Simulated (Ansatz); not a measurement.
A set of 12 reactions (ligand exchange), with CCSD(T)/CBS values in kJ/mol:

```csv
reaction,ΔE
`[OH][Ti]([OH])([F])[I]` + HCl → `[OH][Ti]([OH])([F])[Cl]` + HI,-3.9
`B[SiH2]C(O)F` + `CN[SiH2]N` → `BN(C)[SiH2]N` + `OC(F)[SiH3]`,-163.3
`F[SiH2]N([SiH3])[SiH3]` + `N[SiH](F)F` → `F[SiH2]N[SiH](F)F` + `[SiH3]N[SiH3]`,4.9
`CS[SiH](F)Cl` + NH₃ → `N[SiH](F)Cl` + CH₃SH,-6.0
`C[O][Hf]([Cl])([Cl])[Cl]` + H–F → `[F][Hf]([Cl])([Cl])[Cl]` + CH₃OH,-13.7
`C[O][MgH]` + HBr → `[MgH][Br]` + CH₃OH,-89.2
`[CH3][In]([F])[F]` + CH₃NH₂ → `C[NH][In]([F])[F]` + CH₄,-8.6
`CC[SiH2][SeH]` + NH₃ → `N[SiH2][SeH]` + `CC`,-56.0
`F[SiH2][SiH](F)F` + HBr → `F[SiH2][SiH](F)Br` + H–F,41.2
`[SiH3]SC[SiH2]Cl` + `N=CO` → `O/C=N/[SiH2]Cl` + `CS[SiH3]`,-66.2
`O[SiH2][SiH2]F` + NH₃ → `N[SiH2]F` + `O[SiH3]`,-87.8
`Cl[CH]([GeH3])Br` + `OCBCl` → `ClBC[O][GeH3]` + `ClCBr`,-27.6
```

Computed with Ansatz on PBE0-D4/def2-TZVP structures; ΔE is electronic, products minus reactants. CCSD(T)/CBS adds triple-zeta CCSD(T) − MP2 to the extrapolated MP2 energy (def2 sets, frozen cores). This one scheme is used for every species. DFT in def2-TZVPP. B3LYP here is the variant with VWN-RPA as its local correlation; programs differ in this. def2 core potentials past Kr. For Br, Ge, Hf, I, In, Mg, Se, Ti outer-core shells are correlated without core-valence functions, which leaves a few kJ/mol of doubt a bond. Scalar relativity is left out up to krypton. Each species was taken in one conformer, which may not be the lowest.

(1) Give the mean, mean absolute and largest difference (level minus CCSD(T)/CBS, kJ/mol) for: PBE0-D4, B3LYP-D4, ωB97X-V, ωB97M-V, PBE, PBE0, B3LYP, HF/def2-TZVPP, CCSD/def2-TZVPP, CCSD(T)/def2-TZVPP, HF/def2-QZVPP, MP2/def2-QZVPP, SCS-MP2/def2-QZVPP, CCSD/CBS(def2). (Estimate.)

The largest T1 diagnostic in the set is 0.024, for `[OH][Ti]([OH])([F])[Cl]` (customary mark 0.02).

CCSD(T)/CBS is a level of theory with its own doubt, and the functionals carry their triple-zeta basis error, so these figures describe this set and don't rank the functionals.

Results:

(1) Computed: 
```json
{"level": "PBE0-D4", "mean": "0.6", "mean absolute": "4.6", "largest": "12.4"}
{"level": "B3LYP-D4", "mean": "-1.5", "mean absolute": "3.8", "largest": "-8.2"}
{"level": "ωB97X-V", "mean": "-2.1", "mean absolute": "4.7", "largest": "-11.2"}
{"level": "ωB97M-V", "mean": "-2.6", "mean absolute": "4.4", "largest": "-10.1"}
{"level": "PBE", "mean": "0.4", "mean absolute": "5.4", "largest": "16.7"}
{"level": "PBE0", "mean": "-1.1", "mean absolute": "5.4", "largest": "-11.4"}
{"level": "B3LYP", "mean": "-4.4", "mean absolute": "8.1", "largest": "14.3"}
{"level": "HF/def2-TZVPP", "mean": "-10.5", "mean absolute": "16.1", "largest": "-28.9"}
{"level": "CCSD/def2-TZVPP", "mean": "-1.8", "mean absolute": "4.1", "largest": "9.4"}
{"level": "CCSD(T)/def2-TZVPP", "mean": "-0.7", "mean absolute": "2.4", "largest": "6.6"}
{"level": "HF/def2-QZVPP", "mean": "-10.5", "mean absolute": "16.4", "largest": "-29.5"}
{"level": "MP2/def2-QZVPP", "mean": "-0.4", "mean absolute": "3.6", "largest": "-9.1"}
{"level": "SCS-MP2/def2-QZVPP", "mean": "-2.1", "mean absolute": "4.0", "largest": "-9.5"}
{"level": "CCSD/CBS(def2)", "mean": "-1.1", "mean absolute": "2.5", "largest": "-4.2"}
```
